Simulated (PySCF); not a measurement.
C₂H₉BGeO.
SMILES with atom numbers: `[CH3:1][CH2:2][O:3][BH:4][GeH3:5]` (hydrogens: H6, H7, H8 on C1; H9, H10 on C2; H11 on B4; H12, H13, H14 on Ge5)

Geometry (PBE0-D3(BJ)/def2-SVP, Å), atoms numbered from 1 in this order:
```
atom  x, y, z in Å
C1    -2.310   -0.132   -0.674
C2    -1.389   -0.207    0.520
O3    -0.056   -0.451    0.099
B4     0.936    0.434    0.258
Ge5    2.819   -0.043   -0.460
H6    -2.059    0.730   -1.311
H7    -3.355   -0.026   -0.345
H8    -2.229   -1.045   -1.283
H9    -1.677   -1.042    1.180
H10   -1.424    0.724    1.113
H11    0.708    1.496    0.810
H12    3.226    0.918   -1.600
H13    2.913   -1.481   -1.010
H14    3.897    0.113    0.636
```

The calculation used PBE0-D3(BJ)/def2-SVP geometry optimisation, gas phase in PySCF 2.14.0.

Take the most abundant isotopes and a rigid rotor. The values belong to one conformer with, in the numbering `[CH3:1][CH2:2][O:3][BH:4][GeH3:5]`, C1–C2–O3–B4 114°, C2–O3–B4–Ge5 -178°.

**Question.** Give the principal moments of inertia and the rotational constants in GHz.

**Answer.** Ia = 37.82, Ib = 537.53, Ic = 549.03 u·Å²; 505379 MHz·u·Å²/I gives 13362, 940.2 and 920.5 MHz, that is A = 13.362, B = 0.9402, C = 0.9205 GHz.

**Question.** Classify the top.

**Answer.** A near-prolate asymmetric top: κ = (2 × 940.2 − 13362 − 920.5)/(13362 − 920.5) = -1.00.

**Question.** Is it planar, by Δ = Ic − Ia − Ib?

**Answer.** Not planar: Δ = Ic − Ia − Ib = -26.32 u·Å². For a rigid frame Δ = −2 Σ m c², so Σ m c² = 13.16 u·Å² lies off the ab plane: 8.30 from hydrogen and 4.86 from heavier atoms. The atom farthest from that plane is 1.37 Å away.

**Question.** Give the other two planar moments, Paa and Pbb, and the rms extents of the mass along the axes.

**Answer.** Paa = Σ m a² = (Ib + Ic − Ia)/2 = 524.37 and Pbb = Σ m b² = (Ia + Ic − Ib)/2 = 24.66 u·Å². With the mass M = 134.00 u, the rms extents √(P/M) along a, b and c are 1.98, 0.43, 0.31 Å.

**Question.** Where do the levels up to J = 5 lie, in K?

**Answer.** Above 0(0,0), as E/k:
J = 1: 1(0,1) 0.089, 1(1,1) 0.685, 1(1,0) 0.686
J = 2: 2(0,2) 0.268, 2(1,2) 0.863, 2(1,1) 0.866, 2(2,1) 2.654, 2(2,0) 2.654
J = 3: 3(0,3) 0.536, 3(1,3) 1.130, 3(1,2) 1.135, 3(2,2) 2.922, 3(2,1) 2.922, 3(3,1) 5.906, 3(3,0) 5.906
J = 4: 4(0,4) 0.893, 4(1,4) 1.485, 4(1,3) 1.494, 4(2,3) 3.280, 4(2,2) 3.280, 4(3,2) 6.263, 4(3,1) 6.263, 4(4,1) 10.439, 4(4,0) 10.439
J = 5: 5(0,5) 1.339, 5(1,5) 1.929, 5(1,4) 1.943, 5(2,4) 3.726, 5(2,3) 3.726, 5(3,3) 6.709, 5(3,2) 6.709, 5(4,2) 10.886, 5(4,1) 10.886, 5(5,1) 16.255, 5(5,0) 16.255

**Question.** Predict some low-J microwave lines.

**Answer.** The dipole components are |μa| = 2.77 D, |μb| = 0.44 D, |μc| = 0.26 D. The squared components, which scale the intensities, stand as 1.00 : 0.02 : 0.01 (a : b : c). Some lines, for components of 0.1 D or more:

| type | branch | J(Ka,Kc) | MHz | lower level (cm⁻¹) |
| --- | --- | --- | --- | --- |
| a | R | 2(0,2) ← 1(0,1) | 3721 | 0.062 |
| a | R | 3(2,2) ← 2(2,1) | 5582 | 1.845 |
| c | Q | 3(1,3) ← 3(0,3) | 12373 | 0.372 |
| b | Q | 1(1,0) ← 1(0,1) | 12442 | 0.062 |
| b | R | 1(1,1) ← 0(0,0) | 14283 | 0.000 |
| b | R | 2(1,2) ← 1(0,1) | 16124 | 0.062 |
| c | R | 2(1,1) ← 1(0,1) | 16183 | 0.062 |
| c | Q | 3(2,2) ← 3(1,2) | 37237 | 0.789 |
| b | Q | 2(2,0) ← 2(1,1) | 37266 | 0.602 |
| b | Q | 2(2,1) ← 2(1,2) | 37325 | 0.600 |
| b | Q | 3(2,2) ← 3(1,3) | 37355 | 0.785 |
| b | R | 2(2,1) ← 1(1,0) | 41007 | 0.477 |
| c | R | 2(2,1) ← 1(1,1) | 41027 | 0.476 |
| b | R | 3(2,1) ← 2(1,2) | 42908 | 0.600 |
| c | Q | 3(3,1) ← 3(2,1) | 62160 | 2.031 |
| b | Q | 3(3,0) ← 3(2,1) | 62160 | 2.031 |

No frequency check. No vibrational averaging or centrifugal distortion is included, and the geometry carries the error of its method. A rigid rotor knows nothing of internal rotation, which can split or shift real lines. Quadrupole hyperfine structure (11B) is left out.

Hardware: one thread of an Arm Neoverse V2, no GPU, shared host with 96 logical CPUs at a one-minute load of 12. Cost: 34 s of wall time, 0.55 GiB resident at most. These figures are those of the optimisation.
